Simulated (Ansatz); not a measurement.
Job for Ansatz (a program for electronic structure): U-wB97X-V/def2-TZVPP on H3InSe (SMILES [SeH][InH2]), a point of a bond scan (R = 4.709 Å). Elements past Kr take the def2 small-core potentials; no spin–orbit coupling.

Ansatz 0.2 input:
```yaml
crystal:
  periodic: [false, false, false]
  atoms:
    - {symbol: In, position_ang: [0.22339801, 0.01839752, -0.98952239]}
    - {symbol: H, position_ang: [-1.02239165, -0.56246117, -2.02010142]}
    - {symbol: H, position_ang: [1.78075972, 0.62095011, -1.39331669]}
    - {symbol: Se, position_ang: [-0.37150912, -0.04334066, 1.47104518]}
    - {symbol: H, position_ang: [3.78192624, 1.73891739, 2.79403356]}
basis:
  gaussian:
    orbitals: def2-TZVPP
hamiltonian:
  xc: {name: wB97X-V}
magnetization: {spin_polarized: true, initial_magnetization: 0}
```

Output:

```
WARN ansatz: RAYON_NUM_THREADS=1 ignored (pool sized by the plan → 1); use --threads N
Functional definition: wB97X-V
integrals: 0.08 GiB planned
1038 factors; their error is unknown
integrals: 0.11 GiB planned
207 factors; integrals over basis functions are off by at most 5.1e-5 eV
mean field: 1.06 GiB planned
mean field evaluation 1: about -70551.7721 eV, gradient 1.7e1 eV
mean field evaluation 2: about -70543.0956 eV, gradient 3.9e1 eV
mean field evaluation 4: about -70556.7678 eV, gradient 1.1e1 eV
mean field evaluation 8: about -70559.1448 eV, gradient 5.6e-1 eV
mean field evaluation 16: about -70562.6720 eV, gradient 4.1e-2 eV
mean field evaluation 32: about -70562.3691 eV, gradient 2.7e-1 eV
mean field evaluation 64: about -70562.6729 eV, gradient 3.1e-6 eV
mean field -70562.67289645 eV, -2593.1303998472 hartree, gradient 3.1e-6 eV, S^2 1.002962; 3 other end points of the search recorded, 0 dependent functions left out
reference -70562.67289594 eV, -2593.1303998284 hartree; 29, 29 occupied and 111, 111 virtual orbitals, 1038 factors
Total energy: -70562.67289594 eV, -2593.1303998284 hartree
```

Self-consistency was reached. Its determinant has ⟨S²⟩ = 1.00, a mixture of spin states.

Cost: about 50 core-seconds (a rough figure).
